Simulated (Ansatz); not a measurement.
Reaction (ligand exchange at a Ga–O bond): `[OH][GaH][Br]` + H–F → `[F][GaH][Br]` + H₂O

Isolated molecules relaxed with PBE0-D4/def2-TZVP in Ansatz; ΔE leaves out vibrations. CCSD(T)/CBS is the MP2 limit (def2-TZVPP, def2-QZVPP) plus CCSD(T) − MP2 in def2-TZVPP, frozen cores. This one scheme is used for every species. For Br, Ga outer-core shells are correlated without core-valence functions, which leaves a few kJ/mol of doubt a bond. Scalar relativity is left out up to krypton. One conformer a species, not always the lowest.

`[OH][GaH][Br]`:

Cartesian coordinates in Å:
```
O -1.233 -0.543 0.321
Ga 0.186 0.154 -0.481
Br 1.955 0.629 0.893
H -1.123 -0.656 1.268
H 0.215 0.417 -2.001
```

H–F:

Cartesian coordinates in Å:
```
F 0.048 0.253 -0.381
H -0.048 -0.253 0.381
```

`[F][GaH][Br]`:

```xyz
4

F    -0.314   -1.368    1.029
Ga   -0.181    0.008   -0.038
Br    1.937    0.774   -0.274
H    -1.442    0.586   -0.716
```

H₂O:

Z-matrix (Å, degrees):
```
O
H 1 0.960
H 1 0.960 2 105.1
```

```tsv
species	CCSD(T)/CBS(def2) energy (Eh)
`[OH][GaH][Br]`	-4573.71961
H–F	-100.39570
`[F][GaH][Br]`	-4597.74300
H₂O	-76.37941
```

(1) Work out ΔE.

Largest T1 diagnostic among the species: 0.012.

## Answers

(1) ΔE = (-4597.74300) + (-76.37941) − (-4573.71961) − (-100.39570) = -0.00710 Eh = -18.6 kJ/mol.

At CCSD(T), def2-SVP lies −8.5 kJ/mol from the extrapolated value and def2-TZVPP −0.7 kJ/mol. In def2-TZVPP, CCSD(T) changes the Hartree–Fock value by +12.6 kJ/mol (the triples alone add +1.7 kJ/mol) and MP2 by +15.1 kJ/mol.
